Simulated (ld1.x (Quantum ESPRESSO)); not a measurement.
## Zn, TM: configuration errors across variants

Zn (Z = 30), norm-conserving Troullier–Martins (Kleinman–Bylander form), made with ld1.x (Quantum ESPRESSO) 7.5 (PBE, scalar-relativistic). Core [Ne] 3s2, reference 3p6 3d10 4s2 4p0. Waves: 4s (bound): rc 2.35 bohr; 3p (bound): rc 0.95 bohr; 3d (bound): rc 0.75 bohr. Local part: the d channel. Core correction: a·sin(br)/r model core inside 0.40 bohr.

All-electron excitation energies from the reference (eV): (1) 3p6 3d10 4s1 4p0 9.888; (2) 3p6 3d10 4s0 4p0 28.331; (3) 3p6 3d9 4s0 4p0 68.865; (4) 3p6 3d10 4s1 4p1 5.086; (5) 3p6 3d10 4s1.5 4p0 3.941.

Tests that are not counted but printed errors over 1 eV. “base”: 3p6 3d9 4s2 4p1 (solver errors, printed error -28.3 eV); 3p5 3d10 4s2 4p0 (solver errors, printed error -19.3 eV). “wave 4s (bound): rc 2.35 bohr becomes 4s (bound): rc 2.94 bohr”: 3p6 3d9 4s2 4p1 (solver errors, printed error -33.0 eV); 3p5 3d10 4s2 4p0 (solver errors, printed error -19.7 eV). “all radii but the core radius scaled by about 1.15 (s 2.70, p 1.08, d 0.86 bohr)”: 3p5 3d10 4s2 4p0 (solver errors, printed error -19.5 eV). “core correction a·sin(br)/r model core inside 0.56 bohr”: 3p6 3d9 4s2 4p1 (solver errors, printed error -32.7 eV); 3p5 3d10 4s2 4p0 (solver errors, printed error -19.3 eV).

2 further variants failed, have other tests or another functional or relativity, and are left out.

A true bound ghost makes a file unfit for plane-wave use even where its test errors are small: the radial tests pick states by their node count and pass the ghost by. Where a test does run into it, the solver fails or the error is huge.

Errors AE − PS in meV (a dash: test not solved or not reliable):

```tsv
change	(1)	(2)	(3)	(4)	(5)	bound ghosts
base	-3.1	-48	-44	+1.2	-0.4	s
wave 4s (bound): rc 2.35 bohr becomes 4s (bound): rc 2.94 bohr	-4.4	-113	-380	-6.2	0.0	s
wave 3d (bound): rc 0.75 bohr becomes 3d (bound): rc 0.58 bohr	-9.8	-48	-32	+11	-2.2	s
all radii but the core radius scaled by about 1.15 (s 2.70, p 1.08, d 0.86 bohr)	-5.1	-79	-240	-14	-0.6	s
core correction a·sin(br)/r model core inside 0.56 bohr	-3.1	-48	-45	+1.2	-0.4	s
```

(1) Give the same row for: wave 3p (bound): rc 0.95 bohr becomes 3p (bound): rc 0.66 bohr.

## Answers

(1) -3.1, -49, -45, -3.7, -0.4; bound ghosts: s. Not counted: 3p6 3d9 4s2 4p1 (solver errors, printed error -32.7 eV); 3p5 3d10 4s2 4p0 (solver errors, printed error -10.1 eV).
